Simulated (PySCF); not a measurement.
C3H13NSi2, SMILES CNC(C)([SiH3])[SiH3]. Geometry optimised at r2SCAN-D4/def2-SVP. The structure was generated by enumeration, and PubChem lists no compound with its InChIKey, so it may never have been made. The values are those of a single conformer.

Question: Give the equilibrium geometry at r2SCAN-D4/def2-SVP (PySCF confirms it by a frequency run) as bond lengths and angles. (Estimate from the structure and the level; the computed values follow.)

Answer: One answer among several that fit: 
Atoms: C1 N2 C3 C4 Si5 Si6 H7 H8 H9 H10 H11 H12 H13 H14 H15 H16 H17 H18 H19. Bond lengths (Å): C1–N2 1.452, C1–H7 1.111, C1–H8 1.101, C1–H9 1.104, N2–C3 1.471, N2–H10 1.022, C3–C4 1.545, C3–Si5 1.912, C3–Si6 1.909, C4–H11 1.104, C4–H12 1.106, C4–H13 1.103, Si5–H14 1.493, Si5–H15 1.496, Si5–H16 1.497, Si6–H17 1.497, Si6–H18 1.492, Si6–H19 1.498. Bond angles (°): N2–C1–H7 115.3, N2–C1–H8 109.1, N2–C1–H9 110.3, H7–C1–H8 107.7, H7–C1–H9 107.4, H8–C1–H9 106.7, C1–N2–C3 117.3, C1–N2–H10 109.6, C3–N2–H10 109.2, N2–C3–C4 114.6, N2–C3–Si5 111.1, N2–C3–Si6 103.4, C4–C3–Si5 109.6, C4–C3–Si6 111.2, Si5–C3–Si6 106.5, C3–C4–H11 111.7, C3–C4–H12 110.9, C3–C4–H13 112.0, H11–C4–H12 107.5, H11–C4–H13 107.2, H12–C4–H13 107.3, C3–Si5–H14 111.1, C3–Si5–H15 108.2, C3–Si5–H16 111.3, H14–Si5–H15 109.3, H14–Si5–H16 109.2, H15–Si5–H16 107.6, C3–Si6–H17 111.5, C3–Si6–H18 111.1, C3–Si6–H19 107.4, H17–Si6–H18 109.2, H17–Si6–H19 108.3, H18–Si6–H19 109.2.
Charge 0, spin multiplicity 1.
